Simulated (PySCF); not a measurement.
SMILES Cl[Si]([Si](Cl)(Cl)Cl)(Cl)[Si](Cl)Cl, doublet, CAM-B3LYP/def2-SVP optimised geometry. Atoms within 1.6 Å of the plane z = 1.5 Å (x, y, z in Å): Cl1 (2.47, 2.50, 1.68), Si2 (0.41, 2.42, 1.80), Si4 (-0.37, 1.11, 0.00), Cl5 (-2.43, 1.09, 0.08), Si7 (0.38, -1.11, 0.00), Cl9 (-0.29, -2.04, 1.70), Cl10 (2.43, -1.11, 0.00).

Calculation: unrestricted CAM-B3LYP/def2-TZVP (PySCF). Cells within 0.4 Å of a nucleus heavier than hydrogen are left out (blank, or x).

Map of the HOMO amplitude (α) (bohr^(-3/2)) on the plane z = 1.5 Å; orbital energy -8.02 eV, overall sign arbitrary:

```
|333333333444444444333333333|
|333333334445555544333333333|
|333333334455677654322223333|
|333333334456789864311123333|
|333333344456899864200123333|
|33333333445688665310x234333|
|33333333444554x33222xx64433|
|333333333333322222246765443|
|333333333332100012346665443|
|333333333321100012345554433|
|333333333322111122334444333|
|333333333322211222333333333|
|333333333332222223333333333|
|333333333333333333333333333|
|333333333333333333333333333|
|333333333333333333333333333|
|333333333333333333333333333|
|333333333332223333333333333|
|333333333322x22333333333333|
|333333333333xx3333333333333|
|333333333333343333333333333|
|333333333333443333333333333|
|333333333333333333333333333|
|333333333333333333333333333|
|333333333333333333333333333|
|333333333333333333333333333|
|333333333333333333333333333|
```
Scale: ten equal steps from -0.089 (start of '0') to 0.162 (end of '9'), in the order '0123456789'; x runs from -4.50 to 4.50, y from -4.50 (bottom) to 4.50 (top).
